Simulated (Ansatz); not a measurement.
Basis-set extrapolation for CH7NSSi, SMILES `[SiH3]NCS` (PBE0-D4/def2-TZVP geometry, frozen core, Ansatz). Multiplicity 1, RHF reference.

```tsv
	def2-TZVPP	def2-QZVPP
HF	-782.926929	-782.952414
MP2 correlation	-0.693382	-0.744782
CCSD(T) correlation	-0.777511	not run
```

Energies in hartree. Use E(X) = E(∞) + A·exp(−7.88·√X) for Hartree–Fock and E(X) = E(∞) + B·X^(−2.97) for correlation, with X = 3 and 4, and add CCSD(T) minus MP2 of the smaller set to the MP2 limit.

Task: What is the CCSD(T) energy at the basis-set limit?

Result: HF limit: -782.952414 + (-0.025485) × 0.13774 = -782.95592. MP2 limit: -0.744782 + (-0.051400) × 0.74074 = -0.78286. Higher-order term: -0.777511 − (-0.693382) = -0.08413. Total: -783.82291 hartree, 311.0 kJ/mol below CCSD(T)/def2-TZVPP.
